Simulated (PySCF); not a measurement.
Broadened absorption spectrum of CH12N2Si3

Compound: CH12N2Si3.
SMILES with atom numbers: `[CH3:1][NH:2][SiH2:3][N:4]([SiH3:5])[SiH3:6]` (hydrogens: H7, H8, H9 on C1; H10 on N2; H11, H12 on Si3; H13, H14, H15 on Si5; H16, H17, H18 on Si6)

Method used: TDDFT PBE0/def2-SVPD, vertical, gas phase, core orbitals frozen in the response (PySCF). Isolated species at its GFN2-xTB geometry (one conformer only). Torsions of this conformer, `[CH3:1][NH:2][SiH2:3][N:4]([SiH3:5])[SiH3:6]`: C1–N2–Si3–N4 177°, N2–Si3–N4–Si5 -63°.

Each state is given a Gaussian of 0.5 eV full width at half maximum, with ε(max) = 2.175×10⁸ f / Δν̃ (Δν̃ the width in cm⁻¹). The width is an assumption, not a result. The curve ends short of the highest state used, and states not computed would add to its high-energy end.

(λ (nm), ε (L mol⁻¹ cm⁻¹)): (201.0, 270), (202.6, 296), (204.2, 345), (205.9, 415), (207.5, 492), (209.1, 570), (210.7, 640), (212.3, 695), (214.0, 729), (215.6, 734), (217.2, 712), (218.8, 666), (220.4, 602), (222.1, 521), (223.7, 440), (225.3, 359), (226.9, 285), (228.5, 220), (230.2, 162), (231.8, 118), (233.4, 84), (235.0, 58), (236.6, 39), (238.3, 25), (239.9, 16), (241.5, 10), (243.1, 6), (244.8, 4), (246.4, 2), (248.0, 1)

Question: Locate the maxima and give the states behind the curve.

Answer: 215 nm (5.76 eV), ε about 730, made up of S1 (94%) (ε in L mol⁻¹ cm⁻¹; maxima over ε = 5, shares over 10%). The states used: S1 5.75 eV (f 0.013); S2 5.93 eV (f 0.0008); S3 6.15 eV (f 0.0013); S4 6.52 eV (f 0.0034); S5 6.74 eV (f 0.0089); S6 6.77 eV (f 0.021).

Question: On this curve, what absorbance would a 10⁻⁵ mol/L sample give at 222 nm over a 1 cm path?

Answer: 222 nm is 5.585 eV, where ε is about 530 L mol⁻¹ cm⁻¹, so A = ε c l ≈ 0.0053 (Beer–Lambert, with the gas-phase spectrum and the assumed width).

Question: What would ε be at 5.76 eV, the highest of these maxima, with half the width (0.25 eV)?

Answer: About 1400 L mol⁻¹ cm⁻¹ against 735, a factor of about 1.9; a lone state at its own centre would give exactly 2.

Question: Coming from long wavelengths, where does ε first pass 100 L mol⁻¹ cm⁻¹?

Answer: At about 233 nm (5.33 eV), 0.42 eV below S1.
